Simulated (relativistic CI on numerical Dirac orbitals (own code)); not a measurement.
## Ru XLI: what numerical and physical settings do to a radial Dirac CI calculation

Reference input:

```
atom Ru  Z=44  charge=40  electrons=4
nucleus A=102  rms_radius_fm=4.4809
hamiltonian dirac-coulomb  breit=on  qed=on  c_scale=1
orbitals kli  potential=per-configuration
slater_scale 1
correlation none
mixing on
grid step=0.0125 r_max=3.1
scf mixing=0.4 start=green max_iterations=150 tolerance=2e-08 node_fill=0.05
configurations
  [He] 2s2
end
```

Computed lowest total energy -2414.52544 Ha, 7 SCF steps. Runs with settings changed; * marks those that are bad on purpose:

```tsv
Changed	Outcome	Lowest level	ΔE (Ha)	First excitation (cm⁻¹)	SCF steps	Message
end of the grid at 2.17 bohr	converged	2s² ¹S0	0		7	
SCF mixing 0.2	converged	2s² ¹S0	-1.16e-09		7	
SCF tolerance 1e-10	converged	2s² ¹S0	7.03e-10		8	
Breit term off, SCF tolerance 1e-10	converged	2s² ¹S0	-1.38		8	
nuclear radius 44.809 fm *	converged	2s² ¹S0	5.36		7	
configuration list: overfill *	refused				0	configuration 2s3: a shell holds more than 4l+2 electrons
```
